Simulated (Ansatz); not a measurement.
A nudged elastic band was laid between two geometries of C$_{2}$H$_{8}$BFSi (13 atoms, charge 0, multiplicity 1).

Theory: Ansatz 0.2.0, RKS PBE0/6-31G.

```yaml
movable_images: 5
climbing_image: yes
spring: 5.0 eV/Å²
optimiser: quadratic models (default)
start_path: IDPP
force_threshold: 0.03 eV/Å
iteration_limit: 60
end_points: relaxed
```

First end point:

```xyz
13
Properties=species:S:1:pos:R:3
B -0.501 1.942 1.106
C -0.599 0.649 0.239
C 0.639 -0.263 0.185
Si 0.418 -1.737 -0.987
F 0.030 -1.123 -2.531
H 0.538 2.302 1.589
H -1.476 2.619 1.280
H -1.496 0.079 0.537
H -0.854 0.998 -0.781
H 1.521 0.312 -0.126
H 0.870 -0.658 1.185
H -0.738 -2.595 -0.551
H 1.668 -2.560 -1.130
```

Last end point:

```xyz
13
Properties=species:S:1:pos:R:3
B -0.194 2.136 0.805
C -0.280 0.865 -0.096
C 0.405 -0.414 0.419
Si 0.181 -1.890 -0.750
F -1.492 -2.144 -0.964
H 0.289 2.104 1.904
H -0.635 3.179 0.405
H -1.359 0.677 -0.258
H 0.080 1.124 -1.107
H 1.484 -0.247 0.548
H 0.018 -0.679 1.411
H 0.763 -3.162 -0.197
H 0.759 -1.586 -2.105
```

Task: What changes between the two ends?

Result: No bond is made or broken. The dihedral C2–C3–Si4–H12 goes from -60 to -176°. The two ends are copies of one structure, up to a mirror image or an exchange of like atoms.

Task: Give the energies along the band, and the barrier.

Result: It converged. The highest image is number 3 of 0 to 6, 0.068 eV above the ends, which have the same energy within 2 meV. A vibrational analysis at the climbing image gives one clearly imaginary mode, 91i cm⁻¹: a first-order saddle point. Limits of this set-up: no polarisation functions.

| image | path coordinate (Å) | energy (eV) | dihedral C2–C3–Si4–H12 (°) |
| --- | --- | --- | --- |
| 0 | 0.00 | 0.000 | -60 |
| 1 | 0.71 | 0.015 | -79 |
| 2 | 1.43 | 0.050 | -99 |
| 3 | 2.14 | 0.068 | -118 |
| 4 | 2.86 | 0.050 | -137 |
| 5 | 3.57 | 0.015 | -156 |
| 6 | 4.29 | 0.000 | -176 |

Task: What is the geometry of the highest image?

Result: 
```xyz
13
Properties=species:S:1:pos:R:3
B -0.312 2.069 0.934
C -0.435 0.805 0.028
C 0.507 -0.372 0.345
Si 0.287 -1.854 -0.838
F -0.940 -1.455 -1.955
H 0.493 2.141 1.823
H -1.035 3.008 0.743
H -1.491 0.481 0.044
H -0.311 1.139 -1.017
H 1.551 -0.039 0.296
H 0.340 -0.718 1.373
H -0.162 -3.099 -0.124
H 1.528 -2.139 -1.638
```

Task: What are the harmonic wavenumbers there?

Result: 91i, 51, 127, 142, 277, 381, 508, 546, 666, 706, 788, 829, 833, 899, 938, 993, 1041, 1079, 1150, 1240, 1264, 1324, 1356, 1459, 1506, 2186, 2201, 2589, 2673, 3021, 3053, 3081, 3139 cm⁻¹.

Time of the run: 110 s on 1 thread of Arm Neoverse V1, with other jobs on the host, peak memory 0.24 GiB.
